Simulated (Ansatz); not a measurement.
Reactions of BFH4OSSi, SMILES `OB(F)[SiH2]S`.

Isolated molecules relaxed with PBE0-D4/def2-TZVP in Ansatz; ΔE leaves out vibrations. CBS: MP2 limit from def2 TZ/QZ plus the TZ coupled-cluster correction, frozen cores. This one scheme is used for every species. Elements past krypton have def2 core potentials. For Br, Sn outer-core shells are correlated without core-valence functions, which leaves a few kJ/mol of doubt a bond. Scalar relativity is left out up to krypton. Each species was taken in one conformer, which may not be the lowest.

(1) Order these by ΔE at CCSD(T)/CBS, lowest first. (Best estimate.)
A. `OB(F)[SiH2]S` + `N[SiH3]` → `[SiH3]N[SiH2]S` + `OBF`
B. `OB(F)[SiH2]S` + HBr → `OB(F)[SiH2]Br` + H₂S
C. `OB(F)[SiH2]S` + `C=[C](F)[SnH2][CH3]` → `C=C(F)B(O)F` + `[CH3][SnH2][SiH2]S`
D. `OB(F)[SiH2]S` + `CCS` → `OB(F)[SiH3]` + `SCCS`
E. `OB(F)[SiH2]S` + `OBF` → `OB(O)F` + `FB[SiH2]S`
F. `OB(F)[SiH2]S` + `[CH3][AlH][S][SiH3]` → `[CH3][AlH][SiH2]S` + `OB(F)S[SiH3]`
G. `OB(F)[SiH2]S` + `CCCl` → `FB[SiH2]S` + `CC(O)Cl`

Largest T1 diagnostic: 0.014, for `OB(F)[SiH3]`.

Answers

(1) A (-94.5 kJ/mol), C (-82.3 kJ/mol), B (-42.8 kJ/mol), E (+34.8 kJ/mol), F (+47.1 kJ/mol), D (+104.6 kJ/mol), G (+220.2 kJ/mol).
